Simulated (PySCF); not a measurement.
ethoxycyclopropane (C5H10O), SMILES C(C)OC1CC1.

Geometry optimised at PBE-D3(BJ)/def2-SVP. Other conformers were not sampled.

These are PBE-D3(BJ)/def2-SVP (PySCF) values and carry that method's errors.

No scaling factor is applied to the harmonic values.

Problem. Estimate the vibrational spectrum. (The exact figures need the calculation; the answer reports its results.)

Solution. 
```
mode  ν (cm⁻¹)  IR (km/mol)  moving atoms (share of kinetic energy)
----  --------  -----------  --------------------------------------
1           79          0.4                  C 47 %, H 36 %, O 17 %
2          110          2.1                  H 42 %, C 38 %, O 20 %
3          180          0.4                  C 47 %, H 35 %, O 18 %
4          252          0.3                          H 85 %, C 13 %
5          356          3.9                  C 52 %, H 29 %, O 20 %
6          414          2.3                  C 47 %, H 35 %, O 17 %
7          468          1.2                  C 47 %, H 36 %, O 16 %
8          735          1.8                                  H 88 %
9          783          5.3                          H 78 %, C 21 %
10         797          2.4                          H 88 %, C 11 %
11         804          3.4                  H 49 %, C 35 %, O 16 %
12         888         13.0                  H 45 %, C 43 %, O 12 %
13         949         17.0                          C 61 %, H 35 %
14         969         10.7                          H 68 %, C 25 %
15        1004          5.2                          H 52 %, C 45 %
16        1022          3.2                          H 50 %, C 49 %
17        1058          5.4                          H 62 %, C 34 %
18        1079         26.0                          H 57 %, C 38 %
19        1117         63.0                  C 50 %, H 29 %, O 21 %
20        1136          1.2                          H 73 %, C 27 %
21        1140          9.8                          H 60 %, C 36 %
22        1177         46.2                  C 53 %, H 33 %, O 14 %
23        1215         58.6                  H 55 %, C 27 %, O 17 %
24        1245          1.6                                  H 91 %
25        1313         64.3                          H 75 %, C 24 %
26        1336         34.1                          H 75 %, C 24 %
27        1367          3.5                           H 91 %, C 9 %
28        1378         14.5                          H 70 %, C 29 %
29        1403          6.4                                  H 97 %
30        1426          1.7                                  H 95 %
31        1440         28.0                          H 62 %, C 38 %
32        1460          3.3                          H 78 %, C 21 %
33        2889         56.0                                  H 95 %
34        2926         52.7                          H 90 %, C 10 %
35        2980         16.2                                  H 97 %
36        2999         39.1                           H 92 %, C 8 %
37        3062          8.4                                  H 95 %
38        3070          5.5                                  H 95 %
39        3074         17.4                          H 90 %, C 10 %
40        3079         15.5                           H 91 %, C 9 %
41        3157          2.1                          H 89 %, C 11 %
42        3169          6.6                          H 89 %, C 11 %
```
